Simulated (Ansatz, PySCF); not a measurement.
CHN (SMILES C#N) and HBr (SMILES Br) are pulled apart as rigid monomers along the line of their centres of mass, from the B3LYP-D3(BJ)/def2-TZVP minimum. Starting geometry (charge 0, multiplicity 1):
```
atom    x (Å)    y (Å)    z (Å)
----  -------  -------  -------
C     -0.4398  -0.0843  -0.4579
N     -0.2634  -0.2141   0.6651
H     -0.6044   0.0368  -1.5054
Br     0.2821  -0.6151   4.1304
H      0.0602  -0.4515   2.7217
```

Interaction energies with rigid monomers; basis-set methods are counterpoise corrected unless marked otherwise.

Frozen-core correlation. Filled d and f shells under p-block atoms count as core.

Programs: Ansatz (Gaussian basis) for Hartree–Fock, density functionals and correlated methods; PySCF for the dispersion terms. Values without a source in brackets are computed.

```tsv
N2···H5 (Å)	HF/aug-cc-pVTZ (kcal/mol)	PBE/def2-TZVPPD (kcal/mol)	B3LYP-D3(BJ)/def2-TZVPPD (kcal/mol)	PBE0/def2-TZVPPD (kcal/mol)	MP2/aug-cc-pVDZ (kcal/mol)
1.89	-0.35	-3.65	-3.67	-3.43	-3.37
2.10	?	-3.94	-4.15	-3.80	-4.10
2.41	-2.51	-3.41	-3.66	-3.34	-3.80
2.93	-2.01	-2.21	-2.34	-2.19	?
3.77	-1.12	-1.07	-1.12	-1.09	-1.26
```

**Question.** What belongs in the gaps?

**Answer.** 
- 2.93, MP2/aug-cc-pVDZ (kcal/mol): -2.55
- 2.10, HF/aug-cc-pVTZ (kcal/mol): -1.95

Ansatz is an electronic-structure program.
